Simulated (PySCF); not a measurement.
CH₆ClFOSi₂, SMILES C[SiH2][Si@](O)(F)Cl.

The structure is a stationary point at B3LYP-D3(BJ)/def2-SVP. The structure was generated by enumeration; whether it is a known compound was not checked. Other conformers were not sampled.

Computed with PBE/def2-TZVP (PySCF).

Isolated molecule, no solvent.

Task: Estimate the frontier levels, gap, dipole moment and polarisability. (An estimate is asked for; the answer gives what the named calculation found.)

Result: 
```yaml
highest_occupied_level: -7.28 eV
lowest_empty_level: -1.06 eV
orbital_gap: 6.21 eV
dipole_moment: 1.72 D
quadrupole, principal values (traceless, Buckingham form, about the centre of nuclear charge): -5.34, -4.44, 9.78 D·Å
mean_static_polarisability: 81.7 bohr³ (12.11 Å³)
polarisability_principal_values: 72.7, 80.2, 92.3 bohr³
```
